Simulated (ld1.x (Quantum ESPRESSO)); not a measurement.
# Reading a pseudo-wave (boron (B))

Columns: radius, all-electron u(r) and pseudo u(r) of the 2s shell (level -14.02 eV) of boron in the configuration [He] 2s2 2p0.5; PBEsol, non-relativistic, RRKJ scheme, ld1.x (Quantum ESPRESSO) 7.5.

```json
{"r (bohr)": "0.088", "all-electron": "0.2626", "pseudo": "-0.0397"}
{"r (bohr)": "0.175", "all-electron": "0.3191", "pseudo": "-0.0796"}
{"r (bohr)": "0.262", "all-electron": "0.2684", "pseudo": "-0.1210"}
{"r (bohr)": "0.350", "all-electron": "0.1631", "pseudo": "-0.1651"}
{"r (bohr)": "0.438", "all-electron": "0.0353", "pseudo": "-0.2126"}
{"r (bohr)": "0.525", "all-electron": "-0.0949", "pseudo": "-0.2638"}
{"r (bohr)": "0.612", "all-electron": "-0.2189", "pseudo": "-0.3206"}
{"r (bohr)": "0.700", "all-electron": "-0.3328", "pseudo": "-0.3842"}
{"r (bohr)": "0.788", "all-electron": "-0.4327", "pseudo": "-0.4529"}
{"r (bohr)": "0.875", "all-electron": "-0.5172", "pseudo": "-0.5225"}
{"r (bohr)": "0.962", "all-electron": "-0.5875", "pseudo": "-0.5880"}
{"r (bohr)": "1.050", "all-electron": "-0.6444", "pseudo": "-0.6444"}
{"r (bohr)": "1.138", "all-electron": "-0.6881", "pseudo": "-0.6881"}
{"r (bohr)": "1.225", "all-electron": "-0.7196", "pseudo": "-0.7196"}
{"r (bohr)": "1.312", "all-electron": "-0.7405", "pseudo": "-0.7405"}
{"r (bohr)": "1.400", "all-electron": "-0.7524", "pseudo": "-0.7524"}
{"r (bohr)": "1.487", "all-electron": "-0.7563", "pseudo": "-0.7563"}
{"r (bohr)": "1.575", "all-electron": "-0.7533", "pseudo": "-0.7533"}
{"r (bohr)": "1.662", "all-electron": "-0.7446", "pseudo": "-0.7446"}
{"r (bohr)": "1.750", "all-electron": "-0.7311", "pseudo": "-0.7311"}
{"r (bohr)": "1.838", "all-electron": "-0.7137", "pseudo": "-0.7137"}
{"r (bohr)": "1.925", "all-electron": "-0.6934", "pseudo": "-0.6934"}
{"r (bohr)": "2.012", "all-electron": "-0.6708", "pseudo": "-0.6708"}
{"r (bohr)": "2.100", "all-electron": "-0.6461", "pseudo": "-0.6461"}
{"r (bohr)": "2.188", "all-electron": "-0.6201", "pseudo": "-0.6201"}
{"r (bohr)": "2.275", "all-electron": "-0.5935", "pseudo": "-0.5935"}
```

How many radial nodes do the two functions have?

The all-electron 2s function has n − l − 1 = 1; the pseudo-wave has 0, since the states of the same l below it are removed with the core.

At about which radius was the pseudo-wave matched?

1.10 bohr. The columns agree to 0.0005 from 0.96 bohr on; several derivatives are matched, so the curves merge somewhat inside the radius.

Where does each function peak?

Outermost all-electron maximum near 1.49 bohr, pseudo maximum near 1.49 bohr (to the table’s step).

Is the pseudo-wave norm-conserving?

Yes: the RRKJ scheme keeps the norm inside the radius equal to the all-electron one, which fixes the energy derivative of the logarithmic derivative at the level.
